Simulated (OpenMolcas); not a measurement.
## Tb4+ in octahedral coordination: ligands and hosts compared

```
Program             : OpenMolcas
Method              : CASSCF
Active space        : 7 electrons in 7 orbitals (4f)
Spin-orbit coupling : state interaction with AMFI integrals over the reference wave functions
```

Distances were set from a Shannon-type radius of the metal (high-spin where two are listed) plus a fixed donor radius (F 1.31, Cl 1.76, Br 1.91, O 1.38 Å), in hosts weighted 0.65 to 0.35 with the host's distance in the model lattice. Anionic complexes are neutralised by point charges, and hosts are embedded clusters. Ligand basis ANO-RCC-VDZP. States (labels of O, the rotations of Oh). Energies in cm-1 above the lowest state or level, χT in cm3 K/mol.

```
Ligand or host  R (Å)   Metal basis  Outer charge (e at Å behind ligand)  Ground state  χT at 300 K
      Cs2NaYF6  2.108  ANO-RCC-VDZP                                                8A1        7.840
     Cs2NaYCl6  2.555  ANO-RCC-VDZP                                                8A1        7.840
            Br   2.67  ANO-RCC-VTZP                          0.33 at 2.8           8A1        7.842
             F   2.07  ANO-RCC-VDZP                          0.33 at 2.4           8A1        7.840
      K2NaGaF6  2.024  ANO-RCC-VDZP                                                8A1        7.840
     Cs2NaYBr6  2.703  ANO-RCC-VDZP                                                8A1        7.840
            Cl   2.52  ANO-RCC-VDZP                          0.33 at 2.8           8A1        7.840
      Cs2ZrCl6  2.494  ANO-RCC-VDZP                                                8A1        7.840
             O   2.14  ANO-RCC-VDZP                           1.3 at 2.8           8A1        7.840
```

The rows also differ in their metal basis and outer charges, so part of each step comes from that.

No quartet enters the spin-orbit mixing, so the splitting and order within the octet and the sextets are unsound, and g values and χT are rough. The oxide ions are held by bare point charges, a crude embedding (holds for O). No measured value stands beside these numbers; the geometry is a model, was not optimised and need not be the one that this ion takes.
